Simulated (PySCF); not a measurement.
Vertical excitations of a molecule C4H12Si2 from TDA-PBE/def2-SVPD run with PySCF, as energy in eV (oscillator strength): 5.99 (0.026), 6.32 (0.030), 6.46 (0.009), 6.58 (0.003), 6.69 (0.030), 6.76 (0.068). Lowest triplet (TDA): 5.49 eV. Coordinates come from a TPSSh-D3(BJ)/def2-SVP optimisation. The values are those of a single conformer.

Task: Pick the molecule that these values belong to.
A) C[C@H]1[SiH2][SiH2][C@@H]1C
B) C=C([SiH3])[SiH](C)C
C) C=C([SiH3])CC[SiH3]
D) C1CC[SiH2][SiH2]C1

Result: D, C1CC[SiH2][SiH2]C1
